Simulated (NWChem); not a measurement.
Molecule: CH₆F₂Si₂; SMILES C[Si@@H](F)[SiH2]F

```xyz
11

C      1.1971    -2.0869     0.0580
Si    -0.1189    -0.8345    -0.3757
F     -1.4901    -1.2147     0.4308
Si     0.5127     1.3346     0.2717
F     -0.5519     2.4201    -0.3221
H      1.4235    -2.0785     1.1352
H      2.1287    -1.8786    -0.4924
H      0.8626    -3.1006    -0.2129
H     -0.4328    -0.8811    -1.8354
H      0.5453     1.4757     1.7582
H      1.8640     1.6703    -0.2737
```
Atoms are numbered in this order, from 1.

Results from NWChem. Pople sets run with spherical d functions. All runs use the structure optimised with PBE0/def2-SVP. Atomic charges in e: unrestrained fits to the electrostatic potential beside Mulliken populations; buried atoms are poorly determined by the fit.

Problem. What does the run give for Hartree-Fock/6-31G*? Quantities: ESP C1; Mulliken C1; ESP Si2; Mulliken Si2; ESP F3; Mulliken F3; ESP Si4; Mulliken Si4; ESP F5; Mulliken F5; relative RMS misfit of the potential (%).

Solution. 
```json
{
  "ESP C1": "-0.36",
  "Mulliken C1": "-0.83",
  "ESP Si2": "0.68",
  "Mulliken Si2": "0.97",
  "ESP F3": "-0.37",
  "Mulliken F3": "-0.54",
  "ESP Si4": "0.56",
  "Mulliken Si4": "0.85",
  "ESP F5": "-0.34",
  "Mulliken F5": "-0.55",
  "relative RMS misfit of the potential (%)": "23"
}
```
